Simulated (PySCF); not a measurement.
**Broadened absorption spectrum of C3H12BPSi**

C3H12BPSi.
SMILES: `[SiH3][C@H](BP)CC`

Method: TDDFT CAM-B3LYP/def2-SVPD, vertical, gas phase, core orbitals frozen in the response (PySCF 2.14.0, density-fitted response routines). Geometry: PBE0-D3(BJ)/def2-SVP, one conformer, isolated molecule. Torsions of this conformer, `[CH3:1][CH2:2][C@H:3]([SiH3:4])[BH:5][PH2:6]`: C1–C2–C3–Si4 -176°, C2–C3–B5–P6 -146°, H–P6–B5–C3 -137°, H–P6–B5–C3 -35°.

Broadening: Gaussians 0.4 eV wide at half height, area fixed by f = 4.319×10⁻⁹ ∫ε dν̃. The width is an assumption, not a result. The curve ends short of the highest state used, and states not computed would add to its high-energy end.

(E (eV), ε (L mol⁻¹ cm⁻¹)): (4.43, 14), (4.55, 136), (4.68, 881), (4.80, 2942), (4.93, 6182), (5.05, 7295), (5.18, 4971), (5.30, 2092), (5.43, 646), (5.55, 1020), (5.68, 3165), (5.80, 5771), (5.93, 6738), (6.05, 5667), (6.18, 4382), (6.30, 3663), (6.43, 3632), (6.55, 4532), (6.68, 5530), (6.80, 5394), (6.92, 3922), (7.05, 1845), (7.17, 878), (7.30, 1847)

(1) Where are the band maxima, and which computed states make them?

(2) On this curve, what absorbance would a 10⁻³ mol/L sample give at 222 nm over a 1 cm path?

(3) Does any computed singlet lie in the visible range?

(4) Coming from long wavelengths, where does ε first pass 100 L mol⁻¹ cm⁻¹?

## Answers

(1) 246 nm (5.03 eV), ε about 7300, made up of S1 (100%); 210 nm (5.91 eV), ε about 6800, made up of S2 (91%); 184 nm (6.73 eV), ε about 5600, made up of S4 (40%) and S5 (59%) (ε in L mol⁻¹ cm⁻¹; maxima over ε = 5, shares over 10%). At its high-energy end, 7.30 eV, the curve is still rising (ε about 1800, from S8). The states used: S1 5.03 eV (f 0.109); S2 5.88 eV (f 0.093); S3 6.22 eV (f 0.044); S4 6.59 eV (f 0.047); S5 6.83 eV (f 0.058); S6 7.04 eV (f 0.0009); S7 7.53 eV (f 0.0036); S8 7.62 eV (f 0.151); S9 7.83 eV (f 0.016); S10 7.90 eV (f 0.011).

(2) 222 nm is 5.585 eV, where ε is about 1400 L mol⁻¹ cm⁻¹, so A = ε c l ≈ 1.4 (Beer–Lambert, with the gas-phase spectrum and the assumed width).

(3) No computed singlet lies in the visible range (380 to 750 nm); the lowest, at 246 nm, stands 1.77 eV above its violet end (3.26 eV).

(4) At about 274 nm (4.53 eV), 0.50 eV below S1.

The vertical ionisation energy (ΔSCF) is 9.32 eV, 1.42 eV above S10.
